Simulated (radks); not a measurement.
Valence configurations of O I (all share [He]). Calculated with a radial shooting solver on a logarithmic mesh with Libxc functionals: Dirac Kohn-Sham, LDA (Slater exchange, Perdew-Wang correlation), spin-unpolarised, spherical densities, finite nucleus; open shells fill j = l - 1/2 first; Fermi nuclear charge, rms radius 2.6991 fm. Energies are relative to 2s2 2p4; eigenvalues in eV.

valence      E (eV)  e(2p1/2)  e(2p3/2)  e(2s1/2)
2s2 2p4       0.000    -9.217    -9.180   -23.748
2s1.5 2p4.5   7.291    -9.421    -9.384   -23.982
2s1 2p5      14.598    -9.619    -9.582   -24.209
2s0.5 2p5.5  21.919    -9.811    -9.774   -24.431
2p6          29.255    -9.997    -9.960         -

NIST lists [He] 2s2 2p4 as the ground configuration; this level of theory agrees among the configurations tried. The energies are those of spherical spin-averaged densities, not of single terms.
